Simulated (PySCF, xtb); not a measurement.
CH₄BeO, SMILES [CH3][Be][OH].

GFN2-xTB (xtb) at its own geometry gives an orbital gap of 7.04 eV and a dipole moment of 1.78 D.

The structure is a stationary point at B3LYP-D3(BJ)/def2-TZVP. Other conformers were not sampled.

Q: What does PBE0/def2-TZVPD (PySCF) give? (The exact figures need the calculation; the answer reports its results.)

A: gap 8.24 eV (levels -8.49 and -0.25 eV), dipole 1.17 D.
